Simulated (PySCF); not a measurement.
**Polarisability and C₆ of Zr+ (zirconium, charge +1)**

[Kr] 4d2 5s1, high-spin 4F determinant. All numbers are calculated (PySCF 2.14, scalar relativity through the core potential, in aug-cc-pwCVTZ-PP with ECP28MDF (8s8p7d4f3g, 122 functions)). Coupled (time-dependent) response in atomic units; α is the mean over directions.

| method | mean α (bohr³) | C₆ (like pair) | S(−4) |
| --- | --- | --- | --- |
| UHF | 78.46 | 714.7 | 4326 |
| PBE | 56.74 | 482.3 | 1968 |

S(−4) is the Cauchy moment in α(ω) = α(0) + S(−4) ω² + …

Spin-orbit coupling is absent.

α(iu) at UHF:

| u (hartree) | α(iu) (bohr³) |
| --- | --- |
| 0 | 78.46 |
| 0.0500 | 69.13 |
| 0.100 | 51.94 |
| 0.200 | 28.58 |
| 0.300 | 18.24 |
| 0.500 | 10.22 |
| 0.750 | 6.485 |
| 1.00 | 4.643 |
| 1.50 | 2.773 |
| 2.00 | 1.838 |
| 3.00 | 0.9611 |
| 5.00 | 0.3880 |

For an ion, C₆ is the dispersion term alone; charge-induced terms of lower order in 1/R come first.

Energies and moments cover only the electrons outside the core potential.
